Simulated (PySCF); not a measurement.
## ZrCl₄: calculation against measurement

Isolated ZrCl₄, optimised in PySCF with density fitting and no spin–orbit coupling; def2 sets carry scalar-relativistic core potentials from Rb on. All levels below give a singlet of Td symmetry: PBE0/def2-TZVP Zr–Cl 2.317 Å (×4); B3LYP/def2-TZVP Zr–Cl 2.336 Å (×4); PBE/def2-TZVP Zr–Cl 2.331 Å (×4); B3LYP/def2-SVP Zr–Cl 2.339 Å (×4).

Formally Zr is in oxidation state +4, d0. The polar-tensor charge on Zr, 2.31, is far below the formal one.

Question: The tabulated gas-phase entropy at 298.15 K and 1 bar is 367.69 J/(mol K) (Chase, 1998, NIST Chemistry WebBook). What do rigid-rotor harmonic-oscillator sums give?

Answer: PBE0/def2-TZVP 367.2, B3LYP/def2-TZVP 367.9, PBE/def2-TZVP 369.1, B3LYP/def2-SVP 368.6 J/(mol K).

Question: ΔfH°(298 K) is -869.98 kJ/mol (Chase, 1998, NIST Chemistry WebBook), and for the gaseous atoms Zr 610.0, Cl 121.3 kJ/mol (tabulated in the package mendeleev). Compare the atomisation enthalpy with the calculations.

Answer: From the tables it is 610.0 + 4 × 121.3 − (-870.0) = 1965 kJ/mol. To a computed De one adds −ZPE (-13.2), the atoms' spin–orbit lowering from NIST levels (-22.7) and the thermal terms (9.4), all taken at PBE0/def2-TZVP.
```
          level  De (kJ/mol)  ΔatH°(298 K)  computed − tabulated
 PBE0/def2-TZVP         1972          1945                   -20
B3LYP/def2-TZVP         1909          1882                   -83
  PBE/def2-TZVP         2029          2003                    38
 B3LYP/def2-SVP         1952          1925                   -40
```
